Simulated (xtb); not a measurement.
Sn(OH)(OMe) (CH₄O₂Sn), SMILES C[O][Sn][OH] (connectivity only; charge and spin as stated), neutral, multiplicity 1. All values are semi-empirical tight-binding results from xtb (GFN2-xTB unless named), good for trends rather than for accurate numbers. The structure is a stationary point at GFN2-xTB. One conformer was computed; it need not be the lowest.

Optimised geometry:

```xyz
8

Sn    -0.0898     0.1222     0.6402
O     -1.4495     1.1923    -0.4368
H     -1.5629     1.2065    -1.3856
O      0.9528    -0.8656    -0.8013
C      1.0983    -1.0816    -2.1787
H      0.4496    -0.4244    -2.7661
H      2.1372    -0.8957    -2.4649
H      0.8503    -2.1200    -2.4150
```

For metal compounds this method's bond lengths and energies can be far off.

Task: Estimate the properties. (Estimate from the structure and the level; the computed values follow.)

Result: 
```json
{
  "orbital_gap": "4.18 eV",
  "zero_point_energy": "31.6 kcal/mol",
  "G − E(el) at 298.15 K (modified RRHO)": "11.1 kcal/mol"
}
```

Task: Give the atomic charges and the Wiberg bond orders between heavy atoms. (An estimate is asked for; the answer gives what the named calculation found.)

Result: charges (e) Sn1 0.53, O2 -0.54, H3 0.30, O4 -0.44, C5 0.05, H6 0.03, H7 0.04, H8 0.03. Bond orders Sn1–O2 1.24, Sn1–O4 1.13, O4–C5 0.99.
